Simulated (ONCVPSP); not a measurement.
**Varying the ONCV potential for lithium (Li)**

Base potential:

lithium, optimised norm-conserving Vanderbilt (ONCV), made with ONCVPSP 4.0.1 (LDA (Perdew-Zunger), scalar-relativistic). Core none, reference 1s2 (charge +1). Waves: 1s: rc 0.70 bohr, ncon 4, nbas 8, qcut 13.2 1/bohr, 1 projector; p scattering state at 0.05 Ha: rc 0.65 bohr, ncon 3, nbas 6, qcut 11.2 1/bohr, 1 projector. Local part: polynomial inside 0.65 bohr (lpopt 5, dvloc0 0 Ha). Core correction: none.

Cutoffs, loose and tight: the cutoffs (Ha) at which the residual kinetic energy of the hardest occupied pseudo-wave falls to 1 and 0.1 mHa per electron. They do not see the model core or the augmentation charge, which bear on the density cutoff. Test errors are all-electron minus pseudo excitation energies from the reference, over the configurations 1s2 2s1; 1s2 2s0.5; 1s2 2p1; 1s1 2s1. A dash means not determined; rows that change the core or the reference have their own tests.

```csv
change,outcome,"cutoff, loose","cutoff, tight",bound ghosts,GHOST(+) flags above zero,largest test error (meV)
base,generated,74 Ha,124 Ha,none,none,+126
p: qcut 7.1,generated,74 Ha,124 Ha,none,none,+126
non-relativistic,generated,74 Ha,124 Ha,none,none,+128
p: qcut 7.9,generated,74 Ha,124 Ha,none,none,+126
"local potential polynomial inside 0.40 bohr (lpopt 3, dvloc0 0 Ha)",generated,74 Ha,124 Ha,none,none,+137
```

(1) What comes out with this change to the base: functional PW91?

(2) What comes out with this change to the base: local potential polynomial inside 0.65 bohr (lpopt 5, dvloc0 2.5 Ha)?

Results:

(1) outcome: generated; cutoff, loose: 75 Ha; cutoff, tight: 127 Ha; bound ghosts: none; GHOST(+) flags above zero: none; largest test error (meV): +137.

(2) outcome: generated; cutoff, loose: 74 Ha; cutoff, tight: 124 Ha; bound ghosts: none; GHOST(+) flags above zero: none; largest test error (meV): +95.
